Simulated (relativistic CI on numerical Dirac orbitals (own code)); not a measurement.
# One change at a time: Ti XXI

Base calculation: Dirac-Coulomb-Breit CI, KLI orbitals optimised for each configuration, model QED (radiative potential, 1s self-energy scaled to tabulated hydrogen-like ionisation energies), unscaled Slater integrals.

CI space: 1s2, 1s 2s, 1s 2p, 1s 3s, 1s 3p, 1s 3d, 1s 4s, 1s 4p, 1s 4d, 1s 4f, 1s 5s, 1s 5p, 1s 5d, 1s 5f, 1s 5g, 1s 6s, 1s 6p, 1s 6d. Levels of other configurations are missing.

The lowest level and the first level of each name with at least 55 % of one term (blank where a level has no safe partner in the second run):

| Level | Base (eV) | Shift (eV) |
| --- | --- | --- |
| 1s2 1S_0 | 0.00 | 0.00 |
| 1s 2s 3S_1 | 4700.62 | +1.81 |
| 1s 2p 3P°_0 | 4724.35 | +2.11 |
| 1s 2p 3P°_1 | 4725.66 | +2.10 |
| 1s 2s 1S_0 | 4726.48 | +1.82 |
| 1s 2p 3P°_2 | 4732.50 | +2.09 |
| 1s 2p 1P°_1 | 4748.78 | +2.09 |
| 1s 3s 3S_1 | 5566.95 | +2.01 |
| 1s 3p 3P°_0 | 5573.50 | +2.10 |
| 1s 3s 1S_0 | 5573.87 | +2.01 |
| 1s 3p 3P°_1 | 5573.89 | +2.10 |
| 1s 3p 3P°_2 | 5575.92 | +2.09 |
| 1s 3d 3D_2 | 5579.47 | +2.10 |
| 1s 3d 3D_1 | 5579.49 | +2.10 |
| 1s 3d 3D_3 | 5580.27 | +2.09 |
| 1s 3p 1P°_1 | 5580.42 | +2.09 |
| 1s 3d 1D_2 | 5580.49 | +2.09 |
| 1s 4s 3S_1 | 5866.62 | +2.06 |
| 1s 4p 3P°_0 | 5869.32 | +2.10 |
| 1s 4s 1S_0 | 5869.47 | +2.06 |
| 1s 4p 3P°_1 | 5869.49 | +2.10 |
| 1s 4p 3P°_2 | 5870.34 | +2.09 |

At this charge energies of transitions that change n are usually good to better than 1 %, and those within a shell (Δn = 0) to a few per cent.

Problem. One thing was changed in a second run, which moved the levels as shown. Which?
A. P86 correlation estimate
B. Breit term removed
C. QED terms removed
D. configuration mixing switched off

Solution. C. QED terms removed. QED shifts follow the density of s (and p1/2) electrons at the nucleus, so configurations move by their count of such electrons; where none moves, the smaller shifts of p3/2 electrons and of j = l + 1/2 against j = l − 1/2 set the pattern.

LS names give the leading component of a level, which can be under half, so a name can repeat, a term be missing and a line seem to break the LS rules.
